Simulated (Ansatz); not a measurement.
Calculated with Ansatz (gas phase, PBE0-D4/def2-TZVP geometries, no zero-point term in ΔE). CCSD(T)/CBS adds triple-zeta CCSD(T) − MP2 to the extrapolated MP2 energy (def2 sets, frozen cores). This one scheme is used for every species. DFT in def2-TZVPP. HSE06 is defined as in plane-wave codes. For Br, Mg outer-core shells are correlated without core-valence functions, which leaves a few kJ/mol of doubt a bond. Scalar relativity is left out up to krypton. One conformer a species, not always the lowest.

Reaction (ligand exchange at a Mg–C bond): `[CH3][Mg][NH2]` + HBr → `[NH2][Mg][Br]` + CH₄

```tsv
level	ΔE (eV)
BHLYP-D4	-2.53
PBE-QIDH	-2.46
revPBE	-2.30
r2SCAN0	-2.51
HSE06	-2.40
BHLYP	-2.52
LC-ωPBE	-2.42
CCSD(T)/def2-TZVPP	-2.35
```

What does CCSD(T)/CBS give? (Estimate.)

The calculation gave: -2.36 eV. The listed levels differ from it by -0.17, -0.10, 0.06, -0.15, -0.04, -0.16, -0.06, 0.01 eV.

Largest T1 diagnostic among the species: 0.009.

At CCSD(T), def2-SVP lies −0.12 eV from the extrapolated value and def2-TZVPP +0.01 eV. From PBE to PBE0 (25 % exact exchange), in def2-TZVPP and without D4, ΔE moves by −0.12 eV. In def2-TZVPP, CCSD(T) changes the Hartree–Fock value by +0.38 eV (the triples alone add +0.04 eV) and MP2 by +0.32 eV.
